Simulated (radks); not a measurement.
Polarisability of neutral arsenic, [Ar] 3d10 4s2 4p3, at imaginary frequency. Calculated with a radial shooting solver on a logarithmic mesh with Libxc functionals: scalar-relativistic Kohn-Sham, LDA (Slater exchange, VWN5 correlation), spin-polarised, spherical densities, finite nucleus; open shells are filled with parallel spins first; Fermi nuclear charge, rms radius 4.0968 fm. Response by self-consistent Sternheimer equations with the Hartree and adiabatic LDA kernel, the relativistic mass of each level held fixed and spin-orbit coupling left out.

w (hartree),alpha1(iw) (bohr^3)
0.00266,33.19
0.0143,33.11
0.0360,32.70
0.0697,31.46
0.118,28.80
0.186,24.52
0.280,19.11
0.413,13.56
0.605,8.746
0.892,5.166
1.35,2.824
2.12,1.441
3.59,0.6759
6.94,0.2632
17.5,0.06169

Static values: alpha1 = 33.19 bohr^3 (4.918 angstrom^3; uncoupled 47.83). C6 = 281.7, triple-dipole C9 = 6678 atomic units. One-pole (London) frequency 4 C6 / (3 alpha1^2) = 0.341 hartree, against 0.219 for minus the highest occupied eigenvalue. Recommended static value: 30 bohr^3 (Schwerdtfeger and Nagle, 2023 table).
